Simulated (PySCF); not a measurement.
Cd(Br)(Et) (C₂H₅BrCd), SMILES [Br][Cd][CH2]C. The structure is a stationary point at B3LYP-D3(BJ)/def2-SVP. The structure was generated by enumeration; whether it is a known compound was not checked. The def2 effective core potentials stand for the cores of Cd; spin–orbit coupling is left out. Other conformers were not sampled.

Give the equilibrium geometry at B3LYP-D3(BJ)/def2-SVP (PySCF confirms it by a frequency run) as bond lengths and angles, and its point group. (The exact figures need the calculation; the answer reports its results.)

This is not unique; one that fits is point group Cs.
Atoms: Cd1 Br2 C3 C4 H5 H6 H7 H8 H9. Bonds (Å): Cd1–Br2 2.456, Cd1–C3 2.141, C3–C4 1.530, C3–H5 1.101, C3–H6 1.101, C4–H7 1.102, C4–H8 1.102, C4–H9 1.105. Angles (°): Br2–Cd1–C3 179.8, Cd1–C3–C4 114.7, Cd1–C3–H5 106.0, Cd1–C3–H6 106.0, C4–C3–H5 111.4, C4–C3–H6 111.4, H5–C3–H6 106.9, C3–C4–H7 112.2, C3–C4–H8 112.2, C3–C4–H9 110.9, H7–C4–H8 107.2, H7–C4–H9 107.0, H8–C4–H9 107.0.
Charge 0, spin multiplicity 1.
